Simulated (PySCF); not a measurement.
## Trend along the alkali metals: MBr molecules

PBE with double-zeta basis sets in PySCF, for the lowest determinant that a PBE0 search found; no spin–orbit coupling. De refers to high-spin ground-configuration atoms. A positive dipole means M(−)Br(+).

| M | basis | state (unpaired electrons) | Re (Å) | ωe (cm⁻¹) | De (eV) | μ (D) |
| --- | --- | --- | --- | --- | --- | --- |
| Li | cc-pVDZ/cc-pVDZ-PP | singlet (closed shell) | 2.218 | 540 | 4.16 | -6.84 |
| Na | pcseg-1 | singlet (closed shell) | 2.518 | 295 | 3.63 | -8.40 |
| K | x2c-SVPall | singlet (closed shell) | 2.831 | 220 | 3.72 | -9.67 |
| Rb | def2-SVP | singlet (closed shell) | 2.997 | 169 | 3.80 | -10.50 |
| Cs | def2-SVP | singlet (closed shell) | 3.131 | 152 | 3.94 | -10.25 |

The shortest bond is that of LiBr (2.218 Å), the longest that of CsBr (3.131 Å).

The rows differ in basis set, which adds steps of its own.

Down a group the atoms grow and get heavier, so bonds lengthen and wavenumbers fall; this series shows no clear exception.

These are scalar-relativistic numbers at best; spin–orbit coupling would shift them, the dissociation energy most.
